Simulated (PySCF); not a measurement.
**Converging AsH in the basis (CCSD(T))**

PySCF, UHF reference; triplet, unpaired electrons π ↑↑; De to As + H without counterpoise correction. Frozen cores follow the default of each basis and core potential.

| basis | relativity | functions | Re (Å) | ωe (cm⁻¹) | De (eV) | frozen orbitals |
| --- | --- | --- | --- | --- | --- | --- |
| aug-cc-pVDZ-PP/aug-cc-pVDZ | scalar-relativistic core potentials | 41 | 1.538 | 2128 | 2.64 | 4 |
| cc-pVTZ-PP/cc-pVTZ | scalar-relativistic core potentials | 53 | 1.519 | 2198 | 2.83 | 4 |
| def2-TZVPP | no relativity | 62 | 1.527 | 2156 | 2.82 | 9 |
| def2-TZVPPD | no relativity | 71 | 1.527 | 2157 | 2.83 | 9 |

Q: How does each smaller set differ from the one with most functions, def2-TZVPPD?

A: aug-cc-pVDZ-PP/aug-cc-pVDZ: +1.1 pm, -1.3 % in ωe, -0.19 eV in De; cc-pVTZ-PP/cc-pVTZ: -0.8 pm, +1.9 % in ωe, +0.00 eV in De; def2-TZVPP: +0.0 pm, -0.0 % in ωe, -0.01 eV in De. All at CCSD(T); the set with most functions is neither the basis-set limit nor always the best. The rows treat relativity differently, so the differences are not basis effects alone.

Correlated steps freeze the inner cores (4 to 9 orbitals); shallow outer-core shells are correlated. Correlated levels converge slowly with the basis: in double zeta they bind strong bonds too weakly, by up to about 1 eV, and carry superposition errors of some tenths. Spin–orbit coupling is left out. The state is the lowest determinant that a PBE0 search found; another state may lie lower at other levels.
